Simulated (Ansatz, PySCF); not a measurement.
Caution: the highest occupied level lies above zero, so the state may not be bound. This triplet is an excited state, 0.44 eV above the relaxed singlet at the level frozen-core CCSD(T)/aug-cc-pVDZ // PBE0-D3(BJ)/def2-TZVPD (Ansatz, a quantum-chemistry and plane-wave program).

Cartesian coordinates (Å):
SMILES: [SiH3][B-]S
```xyz
7

Si    -1.0265     0.1278     0.0272
B      0.6933    -0.5023     0.6769
S      2.2635    -0.9126    -0.1642
H     -2.1185     0.0313     1.0611
H     -1.1207     1.5853    -0.3970
H     -1.6448    -0.5688    -1.1749
H      2.9201     0.2761    -0.1948
```
Charge -1, spin multiplicity 3.

Problem. Give the total energy and highest occupied spin orbital at the level PySCF 2.14.0 with PBE0-D3(BJ)/def2-TZVPD.

Solution. 
```yaml
total_energy: -714.6369 Ha
highest_occupied_spin_orbital: 0.33 eV
```
